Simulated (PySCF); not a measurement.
From one molecule to another.

First species: C₅H₁₁NOSi₂.
Structure used (PBE0-D3(BJ)/def2-SVP), in Å, numbered top down from 1:
```
atom  x, y, z in Å
N1    -0.0513    1.5822   -2.6855
C2     0.5182    1.3135   -1.7126
C3     1.1704    0.9441   -0.4665
C4     1.0873   -0.5358   -0.0204
C5     0.8688   -0.0577    1.4240
C6     0.4933    1.3453    0.8810
Si7   -1.3582    1.6879    0.7973
O8    -2.0882    0.4721   -0.0599
Si9   -2.9507    0.1153   -1.4394
H10    2.2142    1.2942   -0.5030
H11    1.9629   -1.1635   -0.2376
H12    0.1872   -1.0143   -0.4293
H13    1.8050   -0.0344    2.0024
H14    0.1130   -0.5966    2.0149
H15    0.9705    2.1999    1.3895
H16   -1.8867    1.6907    2.1937
H17   -1.6135    3.0098    0.1499
H18   -2.1510   -0.8108   -2.2892
H19   -4.2139   -0.5684   -1.0313
H20   -3.2833    1.3624   -2.1860
```

Second species: C5H11NOSi2.
SMILES: `CC#C[C@@H]1C[Si@@H](N)O[SiH2]1`

Levels: CAM-B3LYP/def2-SVPD for HOMO energy, LUMO energy, HOMO–LUMO gap and static isotropic polarisability; TDDFT CAM-B3LYP/def2-SVPD for lowest singlet excitation; TDA CAM-B3LYP/def2-SVPD for lowest triplet excitation (Tamm–Dancoff); ΔSCF CAM-B3LYP/def2-SVPD for vertical ionisation energy. Geometries: PBE0-D3(BJ)/def2-SVP. Each structure is a single optimised conformer of the isolated species, non-relativistic unless stated; the electronic structure was computed with PySCF and density fitting.

The conformers computed, where there is a choice (atom-mapped SMILES and torsion angles):
- `[N:1]#[C:2][C@@H:3]1[CH2:4][CH2:5][C@@H:6]1[SiH2:7][O:8][SiH3:9]`: C5–C6–Si7–O8 -54°, C6–Si7–O8–Si9 -116°

The conformers of `CC#C[C@@H]1C[Si@@H](N)O[SiH2]1` aren't listed.

Values for the first species:

* HOMO energy: -9.61 eV
* LUMO energy: 0.77 eV
* HOMO–LUMO gap: 10.38 eV
* Lowest singlet excitation: 7.21 eV
* Lowest triplet excitation (Tamm–Dancoff): 6.17 eV
* Static isotropic polarisability: 110.9 au
* Vertical ionisation energy: 10.23 eV

(1) Estimate the same properties for the second species, and the change in each.

## Answers

(1) 
```csv
property,first,second,second less first
HOMO energy,-9.61 eV,-8.14 eV,+1.47 eV
LUMO energy,0.77 eV,1.08 eV,+0.31 eV
HOMO–LUMO gap,10.38 eV,9.22 eV,-1.16 eV
lowest singlet excitation,7.21 eV,6.14 eV,-1.07 eV
lowest triplet excitation (Tamm–Dancoff),6.17 eV,5.27 eV,-0.90 eV
static isotropic polarisability,110.9 au,116.7 au,+5.8 au
vertical ionisation energy,10.23 eV,8.81 eV,-1.42 eV
```

On the first: In wavenumbers S1 is 58200 cm⁻¹ (1 eV = 8065.54 cm⁻¹). The polarisability is 16.43 Å³ as a volume (1 au = 0.148185 Å³), or 1.32 au for each of the 84 electrons.

On the second: The polarisability is 17.29 Å³ as a volume (1 au = 0.148185 Å³), or 1.39 au for each of the 84 electrons. The ΔSCF ionisation energy exceeds −ε(HOMO) by 0.67 eV with CAM-B3LYP.
